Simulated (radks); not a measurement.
All-electron atom: H in 2p1 (not the ground configuration). Calculated with a radial shooting solver on a logarithmic mesh with Libxc functionals: non-relativistic Kohn-Sham, LDA (Slater exchange, Perdew-Wang correlation), spin-polarised, spherical densities, point nucleus; open shells are filled with parallel spins first.

X-ray form factor f0, the Fourier transform of the density (f0(0) = 1):

| sin(theta)/lambda (1/angstrom) | f0 (electrons) |
|---|---|
| 0.05 | 0.572 |
| 0.1 | 0.116 |
| 0.15 | -0.004 |
| 0.2 | -0.014 |
| 0.25 | -0.008 |
| 0.3 | -0.004 |
| 0.4 | -0.001 |
| 0.5 | 0.000 |
| 0.6 | 0.000 |
| 0.8 | 0.000 |
| 1 | 0.000 |
| 1.25 | 0.000 |
| 1.5 | 0.000 |
| 2 | 0.000 |
